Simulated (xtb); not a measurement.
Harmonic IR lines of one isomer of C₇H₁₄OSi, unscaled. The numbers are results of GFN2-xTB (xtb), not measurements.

| wavenumber (cm⁻¹) | relative intensity |
|---|---|
| 542 | 9.7 |
| 550 | 12 |
| 764 | 8.5 |
| 776 | 30 |
| 783 | 29 |
| 794 | 69 |
| 1085 | 12 |
| 1390 | 3.4 |
| 1787 | 69 |
| 2260 | 52 |
| 2270 | 100 |
| 2736 | 21 |
| 2915 | 6.1 |
| 2956 | 7.3 |
| 2972 | 16 |
| 2979 | 33 |
| 2985 | 14 |

### Question
Name which structure gives these lines.
(A) `O=C[C@@H]1CCC[C@H]([SiH3])C1`
(B) `O=C[C@H]1CC[C@H]([SiH3])CC1`
(C) `O=C[C@@H]1CCCC[C@@H]1[SiH3]`
(D) `O=CC1([SiH3])CCCCC1`

### Answer
A, `O=C[C@@H]1CCC[C@H]([SiH3])C1`
